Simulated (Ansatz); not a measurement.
`[BH2][GaH2]` + `NC(O)BF` → `O[BH][GaH2]` + `NCBF`  (redistribution)

Isolated molecules relaxed with PBE0-D4/def2-TZVP in Ansatz; ΔE leaves out vibrations. CCSD(T)/CBS adds triple-zeta CCSD(T) − MP2 to the extrapolated MP2 energy (def2 sets, frozen cores). DFT in def2-TZVPP. B3LYP here is the variant with VWN-RPA as its local correlation; programs differ in this. For Ga outer-core shells are correlated without core-valence functions, which leaves a few kJ/mol of doubt a bond. Scalar relativity is left out up to krypton. Each species was taken in one conformer, which may not be the lowest.

`[BH2][GaH2]`:

```xyz
6

B    -1.073    0.111   -0.212
Ga    0.941   -0.098    0.187
H    -1.621   -0.519   -1.071
H    -1.770    0.872    0.399
H     1.489   -1.144    1.231
H     2.034    0.778   -0.534
```

`NC(O)BF`:

Z-matrix (Å, degrees):
```
C
O 1 1.400
B 1 1.569 2 111.7
N 1 1.466 2 110.0 3 -114.5
H 1 1.099 2 111.9 3 127.6
H 2 0.964 1 107.1 3 163.8
F 3 1.326 1 119.2 2 147.7
H 3 1.199 1 122.2 2 -40.7
H 4 1.014 1 112.7 2 73.9
H 4 1.011 1 112.9 2 -160.9
```

`O[BH][GaH2]`:

Cartesian coordinates in Å:
```
O -0.089 0.694 1.566
B -0.588 0.217 0.400
Ga 0.735 -0.516 -1.057
H -0.763 1.010 2.176
H -1.788 0.233 0.243
H 1.331 0.397 -2.198
H 1.162 -2.034 -1.129
```

`NCBF`:

Cartesian coordinates in Å:
```
N -0.900 -0.710 0.690
C 0.230 0.160 0.437
B 0.348 0.694 -1.018
F -0.405 0.178 -1.980
H -0.784 -1.249 1.537
H -1.050 -1.355 -0.074
H 1.225 -0.290 0.640
H 0.198 1.032 1.105
H 1.137 1.540 -1.336
```

Question: Is it downhill or uphill in electronic energy at CCSD(T)/CBS, and by how much? (An estimate is asked.)

Answer: Computed: Downhill: ΔE = -205.3 kJ/mol.

Question: What do these levels give: r2SCAN-D4, r2SCAN, B3LYP, SCS-MP2/def2-TZVPP, HF/def2-QZVPP, MP2/def2-QZVPP? (Estimate.)

Answer: Ansatz gave: r2SCAN-D4 -201.9, r2SCAN -202.2, B3LYP -206.0, SCS-MP2/def2-TZVPP -206.2, HF/def2-QZVPP -203.9, MP2/def2-QZVPP -211.3 kJ/mol.

Largest T1 diagnostic among the species: 0.014.

From PBE to PBE0 (25 % exact exchange), in def2-TZVPP and without D4, ΔE moves by −3.7 kJ/mol.
